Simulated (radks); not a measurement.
Task: Radial electron density D(r) = 4 pi r^2 rho(r) of an atom or ion with 13 electrons. Calculated with a radial shooting solver on a logarithmic mesh with Libxc functionals: Dirac Kohn-Sham, BLYP, spin-unpolarised, spherical densities, finite nucleus; Fermi nuclear charge, rms radius of each element as measured or else 0.836 A^(1/3) + 0.57 fm.

```
   r/bohr * D(r) (the largest magnitude, 47.2, reaches the edge; | marks zero)
 0.004976 |       *
 0.006225 |          *
 0.007726 |               *
 0.009666 |                    *
    0.012 |                          *
  0.01501 |                                  *
  0.01878 |                                        *
   0.0233 |                                              *
  0.02916 |                                                *
  0.03618 |                                               *
  0.04527 |                                           *
  0.05664 |                                       *
  0.07029 |                                      *
  0.08794 |                                          *
     0.11 |                                                  *
   0.1365 |                                                      *
   0.1708 |                                                *
    0.212 |                                  *
   0.2652 |                   *
   0.3318 |           *
   0.4118 |          *
   0.5152 |        *
   0.6446 |   *
      0.8 |*
    1.001 *
    1.242 *
    1.554 *
```

What is the nuclear charge?

Result: Z = 34. The innermost maximum, from 1s, lies near gamma/Z bohr with gamma = sqrt(1 - (Z/c)^2) = 0.969, here 0.0285 bohr (found: 0.0303), and its height grows with Z. The density is that of the selenium ion Se21+ in [Ne] 3s2 3p1; the configuration itself is not fixed sharply by these data, and Z only to about a unit. D(r) has 2 maxima, at r = 0.0303, 0.137 bohr, and minima at 0.0659 bohr, inside which lie 2.11 electrons.
